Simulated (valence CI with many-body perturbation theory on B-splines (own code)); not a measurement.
How close is CI+MBPT for B I?

Calculated by relativistic CI+MBPT: three valence electrons over a frozen Dirac-Fock core [He], radial functions for each j: 11 s, 11 p, 10 d, 8 f, 5 g, 2 h, with the one-electron correlation potential Σ1 (screened to all orders), the two-electron term Σ2, the three-electron term Σ3, Breit, model QED; selected single and double excitations, second order for the rest, scaled by the run's own slope (own B-spline code, finite nucleus).

Set against measurement, 16 paired levels are off by 44 cm⁻¹ on average, the worst by 65. These come from a selection out of the NIST Handbook of Basic Atomic Spectroscopic Data. Levels without a partner in it may be off by more.

Measured levels: NIST Handbook of Basic Atomic Spectroscopic Data (Sansonetti and Martin, J. Phys. Chem. Ref. Data 34, 1559 (2005)). Pairs share parity and J, and are chosen by configuration, term and nearness in energy; levels without a clear partner are left out. Energies in cm⁻¹ above the measured ground level.

```csv
Computed label,Label in the source,Measured,Computed,Difference
2s2 2p 2P°_1/2,2s2 2p 2P°,0,0.0,0
2s2 2p 2P°_3/2,2s2 2p 2P°,15.3,15.1,0
2s 2p2 4P_1/2,2s 2p2 4P,28870,28925.3,+55
2s 2p2 4P_3/2,2s 2p2 4P,28875,28931.7,+57
2s 2p2 4P_5/2,2s 2p2 4P,28881.3,28938.5,+57
2s2 3s 2S_1/2,2s2 3s 2S,40039.7,39990.7,-49
2s 2p2 2D_5/2,2s 2p2 2D,47856.8,47890.0,+33
2s 2p2 2D_3/2,2s 2p2 2D,47857.1,47891.1,+34
2s2 3p 2P°_1/2,2s2 3p 2P°,48611.9,48565.9,-46
2s2 3p 2P°_3/2,2s2 3p 2P°,48613.7,48567.9,-46
2s2 3d 2D_3/2,2s2 3d 2D,54767.7,54734.7,-33
2s2 3d 2D_5/2,2s2 3d 2D,54767.8,54734.6,-33
2s2 4s 2S_1/2,2s2 4s 2S,55010.2,54945.6,-65
2s2 4p 2P°_1/2,2s2 4p 2P°,57786.4,57729.7,-57
2s2 4p 2P°_3/2,2s2 4p 2P°,57787.1,57730.5,-57
2s2 4f 2F°_5/2,2s2 4f 2F°,60031.1,59990.9,-40
2s2 4f 2F°_7/2,2s2 4f 2F°,60031.1,59990.9,-40
```

Over 16 excited levels the mean absolute difference is 44 cm⁻¹, the median 46 and the largest 65. The comparison draws on a selection of the measured levels: 17 of the 43 computed ones have a partner in it, and others may be off by more.
